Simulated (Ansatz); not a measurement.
Energy needed to pull apart H2SeO (SMILES O[SeH]), singlet, into free ground-state atoms, from the structure below (displaced at random from its PBE0-D4/def2-TZVP minimum); no zero-point or spin–orbit terms; open-shell atoms are treated unrestricted, in their ground-state multiplicity.

```json
{"atom": "O1", "x (Å)": "-0.2809", "y (Å)": "-0.4151", "z (Å)": "0.7278"}
{"atom": "Se2", "x (Å)": "0.4836", "y (Å)": "0.9844", "z (Å)": "0.0906"}
{"atom": "H3", "x (Å)": "0.2487", "y (Å)": "-1.2652", "z (Å)": "0.5146"}
{"atom": "H4", "x (Å)": "-0.4523", "y (Å)": "0.9449", "z (Å)": "-1.0802"}
```

Program: Ansatz 0.2.0. Basis: def2-TZVPP. Cores are frozen in the correlated methods. Filled d shells of the heavier atoms are correlated. The def2 sets are not built for correlating such inner shells, so the correlated values are less sure here.

| method | atomization energy (kJ/mol) |
| --- | --- |
| PBE-D4 | 1067 |
| r2SCAN-D4 | ? |
| PBE0-D4 | ? |
| wB97M-V | 1030 |
| HF | 581 |
| MP2 | 1018 |
| CCSD | 974 |
| CCSD(T) | 999 |

Problem. What does r2SCAN-D4 give? (An estimate is asked for; the value comes from the calculation.)

Solution. The calculation gives: 1032 kJ/mol, which is about 33 kJ/mol more than CCSD(T)/def2-TZVPP.

Problem. What does PBE0-D4 give? (An estimate is asked for; the value comes from the calculation.)

Solution. By the calculation: 1017 kJ/mol, which is about 18 kJ/mol more than CCSD(T)/def2-TZVPP.

In triple zeta the MP2 and coupled-cluster atomization energies are still short of their basis limit by a few kcal/mol a bond, whereas those of the functionals are nearly converged, so these differences are not deviations from converged CCSD(T).

T1 diagnostic: at most 0.011.

For scale, one of the runs: CCSD(T)/def2-TZVPP forces, 107 basis functions (an equivalent command: `ansatz run in.yaml --threads 2`). The run took about 29 s on 2 CPU threads (shared host).
